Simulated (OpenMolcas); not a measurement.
## Ag3+: moving the ligands

Ag3+ with its 6 nearest fluoride ions at 2.017 Å, on the Ga site of K2NaGaF6 (a = 8.246 Å, distance in the model lattice 1.938 Å). The rest of the host is ab initio model potentials to 7.6 Å, with orthogonalisation functions on the cations behind the ligands, and point charges beyond; the distance is set by hand and nothing relaxes. Ligand basis ANO-RCC-VDZP.
```
Ag    0.0000    0.0000    0.0000
F     2.0170    0.0000    0.0000
F     0.0000    2.0170    0.0000
F    -2.0170    0.0000    0.0000
F     0.0000   -2.0170    0.0000
F     0.0000    0.0000    2.0170
F     0.0000    0.0000   -2.0170
```

- Program: OpenMolcas
- Method: CASSCF
- Basis: ANO-RCC-VTZP [7s6p4d2f1g]
- Scalar Hamiltonian: DKH2, point nucleus
- Active space: 8 electrons in 5 orbitals (4d)
- State averaging: 2S+1 = 3 even, 10 roots; 2S+1 = 1 even, 15 roots
- Spin-orbit coupling: RASSI with atomic mean-field integrals over the reference wave functions

Runs around this geometry, states (labels of O, the rotations of Oh). Energies in cm-1 above the lowest state or level, χT in cm3 K/mol; 10Dq and B are least-squares fits to the states below 45000 cm-1, weighted by degeneracy, with a free offset, and given where the rms deviation is under 5 % of |10Dq| (or 100 cm-1) and under 700 cm-1.

```json
{"R (Å)": "1.938", "Ground state": "3A2", "First state of that spin": "3T2 23108", "10Dq": "22496", "B (rms of fit)": "901 (203)", "First gap with spin-orbit (degeneracies)": "12577 (3, 2)", "χT at 300 K": "1.204", "First state of another spin": "1E 12828"}
{"R (Å)": "2.017", "Ground state": "3A2", "First state of that spin": "3T2 19596", "10Dq": "19136", "B (rms of fit)": "916 (175)", "First gap with spin-orbit (degeneracies)": "12227 (3, 2)", "χT at 300 K": "1.241", "First state of another spin": "1E 12598"}
{"R (Å)": "2.06", "Ground state": "3A2", "First state of that spin": "3T2 18020", "10Dq": "17576", "B (rms of fit)": "923 (164)", "First gap with spin-orbit (degeneracies)": "11985 (3, 2)", "χT at 300 K": "1.259", "First state of another spin": "1E 12442"}
```

Taking |10Dq| as R^-n, n = -ln(17576 / 22496) / ln(2.06 / 1.938) = 4.0 between the shortest and longest distance. The point-charge formula for a cubic d site gives n = 5.

Without dynamic correlation the repulsion within the d shell is too large (B by tens of per cent), so at a given field states of lower spin stand too high. Real 4d8 and 5d8 ions are as a rule square planar and diamagnetic. The least metal-like active orbital is 75 % on the metal (Löwdin) and no ligand orbital is active, so the numbers are rough. With metal d orbitals alone the field can be off either way by tens of per cent. Ligand-to-metal charge-transfer states are missing. With no ligand orbital active B as a rule stays too high, so bands that hang on it stand too high and its fall with covalency is understated. No measured value stands beside these numbers; the geometry was set by hand and not optimised.
